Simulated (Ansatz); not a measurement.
One geometry of Ga4Sb4H14, a cluster cut from wurtzite GaSb (hydrogen-capped), several levels of theory.

```yaml
crystal:
  periodic: [false, false, false]
  atoms:
    - {symbol: Ga, position_ang: [-2.273023, -1.310541, -1.548811]}
    - {symbol: Sb, position_ang: [-2.049473, -1.188052, 1.198120]}
    - {symbol: Ga, position_ang: [2.264444, -1.314890, -1.555105]}
    - {symbol: Sb, position_ang: [-0.003754, -0.005701, -2.117430]}
    - {symbol: Sb, position_ang: [2.053445, -1.186410, 1.192470]}
    - {symbol: Ga, position_ang: [0.003409, 0.003624, 2.439399]}
    - {symbol: Ga, position_ang: [-0.000978, 2.614617, -1.561828]}
    - {symbol: Sb, position_ang: [-0.001371, 2.370967, 1.186139]}
    - {symbol: H, position_ang: [-2.148476, -2.854677, -1.849266]}
    - {symbol: H, position_ang: [-3.543985, -0.419158, -1.833440]}
    - {symbol: H, position_ang: [-2.165356, -2.722946, 1.958119]}
    - {symbol: H, position_ang: [-3.439107, -0.520236, 1.953078]}
    - {symbol: H, position_ang: [2.132947, -2.860357, -1.845979]}
    - {symbol: H, position_ang: [3.536472, -0.429573, -1.852917]}
    - {symbol: H, position_ang: [-0.005534, -0.010892, -3.837436]}
    - {symbol: H, position_ang: [2.164012, -2.724056, 1.947891]}
    - {symbol: H, position_ang: [3.446644, -0.526186, 1.947561]}
    - {symbol: H, position_ang: [0.005166, 0.009075, 4.015572]}
    - {symbol: H, position_ang: [-1.403875, 3.274183, -1.857406]}
    - {symbol: H, position_ang: [1.403175, 3.271765, -1.856957]}
    - {symbol: H, position_ang: [-1.275784, 3.239952, 1.939594]}
    - {symbol: H, position_ang: [1.268601, 3.245894, 1.940328]}
basis:
  gaussian: {orbitals: def2-TZVP, fitting: {mean_field: def2-universal-jkfit}, initial_orbitals: start.molden}
hamiltonian: {xc: pbe0, dispersion: d4}
scf: {omitted_lower_state_checks: [starts]}
output: {forces: true, orbitals: {seedname: orbitals}}
```

The file start.molden holds the orbitals of an earlier run on this structure, at another level or in another basis.

```sh
$ ansatz run in.yaml --threads 2 --pin off --events-out ev --progress --plain --max-ram 20480MiB --backend cuda --devices 0, --max-vram 18GiB
```

Shortened log:

```
Functional definition: PBE0
2188 factors; integrals over basis functions are off by at most 6.9e-1 eV
mean field evaluation 1: about -235863.9173 eV, gradient 1.9e2 eV
mean field evaluation 2: about -235866.1944 eV, gradient 4.9e0 eV
mean field evaluation 4: about -235866.2996 eV, gradient 9.1e-2 eV
mean field -235866.29972081 eV, -8667.9266388197 hartree, gradient 8.2e-5 eV, S^2 0.000000; 0 other end points of the search recorded, 0 dependent functions left out
reference -235866.29978747 eV, -8667.9266412693 hartree; 115, 115 occupied and 361, 361 virtual orbitals, 2188 factors
Total energy: -235867.44741862 eV, -8667.9688159362 hartree
Atom 0 at    -2.273023    -1.310541    -1.548811 Å, force     0.010173     0.008261     0.004880 eV/Å
Atom 1 at    -2.049473    -1.188052     1.198120 Å, force    -0.210636    -0.117929     0.347292 eV/Å
Atom 2 at     2.264444    -1.314890    -1.555105 Å, force    -0.010097     0.007060     0.004959 eV/Å
Atom 3 at    -0.003754    -0.005701    -2.117430 Å, force    -0.000528    -0.001109    -0.287468 eV/Å
Atom 4 at     2.053445    -1.186410     1.192470 Å, force     0.209003    -0.122962     0.347156 eV/Å
Atom 5 at     0.003409     0.003624     2.439399 Å, force    -0.000623     0.000441    -0.060589 eV/Å
Atom 6 at    -0.000978     2.614617    -1.561828 Å, force    -0.000262    -0.012937     0.005193 eV/Å
Atom 7 at    -0.001371     2.370967     1.186139 Å, force     0.000076     0.242874     0.346036 eV/Å
Atom 8 at    -2.148476    -2.854677    -1.849266 Å, force    -0.016511     0.163015     0.032109 eV/Å
Atom 9 at    -3.543985    -0.419158    -1.833440 Å, force     0.133563    -0.097794     0.026818 eV/Å
Atom 10 at    -2.165356    -2.722946     1.958119 Å, force     0.039137     0.303481    -0.175725 eV/Å
Atom 11 at    -3.439107    -0.520236     1.953078 Å, force     0.283327    -0.119401    -0.173429 eV/Å
Atom 12 at     2.132947    -2.860357    -1.845979 Å, force     0.017123     0.162972     0.028948 eV/Å
Atom 13 at     3.536472    -0.429573    -1.852917 Å, force    -0.133016    -0.096717     0.030193 eV/Å
Atom 14 at    -0.005534    -0.010892    -3.837436 Å, force     0.000022     0.001169     0.347826 eV/Å
Atom 15 at     2.164012    -2.724056     1.947891 Å, force    -0.036777     0.305404    -0.174354 eV/Å
Atom 16 at     3.446644    -0.526186     1.947561 Å, force    -0.284406    -0.117354    -0.174474 eV/Å
Atom 17 at     0.005166     0.009075     4.015572 Å, force    -0.000008    -0.001531    -0.187728 eV/Å
Atom 18 at    -1.403875     3.274183    -1.857406 Å, force     0.150582    -0.066891     0.029762 eV/Å
Atom 19 at     1.403175     3.271765    -1.856957 Å, force    -0.150633    -0.067108     0.029967 eV/Å
Atom 20 at    -1.275784     3.239952     1.939594 Å, force     0.244486    -0.185784    -0.173499 eV/Å
Atom 21 at     1.268601     3.245894     1.940328 Å, force    -0.243996    -0.187161    -0.173871 eV/Å
Dipole moment:     0.001773    -0.000103     0.664747 e Å
Checks for a lower state left out: starts
```

Hardware: 2 threads of AMD EPYC 7R13 on a shared host and a share (18 GiB) of an NVIDIA H100 80GB HBM3. Wall time 4.9 s, peak host memory 1.4 GiB.

The first input with `hamiltonian: {xc: pbe, dispersion: d4}`, `output: {orbitals: {seedname: orbitals}}` (abridged; 3.4 s):

```
Functional definition: PBE
mean field -235860.15753414 eV, -8667.7009176227 hartree, gradient 2.6e-5 eV, S^2 0.000000
Total energy: -235861.42988955 eV, -8667.7476758217 hartree
Checks for a lower state left out: starts
```

The first input with `gaussian: {orbitals: def2-TZVP, initial_orbitals: start.molden}`, `correlation: {method: mp2}`, `output: {orbitals: {seedname: orbitals}}` and without the key `hamiltonian` (abridged; 4.6 s):

```
Functional definition: HF
mean field -235602.56540841 eV, -8658.2345816043 hartree, gradient 1.2e-6 eV, S^2 0.000000
52 core orbitals not correlated: weight in the atoms' cores, before any rotation towards them, 1.000 or more for the frozen orbitals, at most 0.000 for the correlated occupied ones
second order -64.31201507 eV of doubles, -0.00000000 eV of singles
Total energy: -235666.87742348 eV, -8660.5980045660 hartree
Checks for a lower state left out: starts
```

First input, but with `gaussian: {orbitals: def2-SVP, initial_orbitals: start.molden}`, `output: {orbitals: {seedname: orbitals}}` (abridged; 6 s):

```
Functional definition: PBE0
mean field -235838.47433487 eV, -8666.9040747470 hartree, gradient 1.5e-5 eV, S^2 0.000000
Total energy: -235839.62202341 eV, -8666.9462515228 hartree
Checks for a lower state left out: starts
```

First input, but with `gaussian: {orbitals: def2-TZVP, initial_orbitals: start.molden}`, `hamiltonian: {xc: pbe}`, `correlation: {method: rpa}` and without the key `output` (abridged; 6.5 s):

```
Functional definition: PBE
mean field -235860.15181262 eV, -8667.7007073608 hartree, gradient 8.0e-6 eV, S^2 0.000000
52 core orbitals not correlated: weight in the atoms' cores, before any rotation towards them, 1.000 or more for the frozen orbitals, at most 0.000 for the correlated occupied ones
Total energy: -235692.56212019 eV, -8661.5418997603 hartree
Checks for a lower state left out: starts
```

First input, but with `hamiltonian: {xc: {name: wB97M-V}}`, `output: {orbitals: {seedname: orbitals}}` (abridged; 9 s):

```
Functional definition: wB97M-V
mean field -235876.50288344 eV, -8668.3015981305 hartree, gradient 1.5e-5 eV, S^2 0.000000
Total energy: -235876.50299018 eV, -8668.3016020529 hartree
Checks for a lower state left out: starts
```

As the first input, with `hamiltonian: {xc: {name: r2SCANh}, dispersion: d4}`, `output: {orbitals: {seedname: orbitals}}` (abridged; 4.6 s):

```
Functional definition: r2SCANh
mean field -235900.01931440 eV, -8669.1658110283 hartree, gradient 8.8e-5 eV, S^2 0.000000
Total energy: -235900.38032399 eV, -8669.1790778858 hartree
Checks for a lower state left out: starts
```

Geometry: PBE-D4/def2-SVP.

In the def2 sets Sb takes a core potential; there is no spin–orbit coupling. Correlated methods freeze 52 core orbitals; core or outer-core shells of Ga, Sb are correlated, in sets that lack core-valence functions. Single mean-field runs in def2-TZVP are fitted with def2-universal-jkfit.
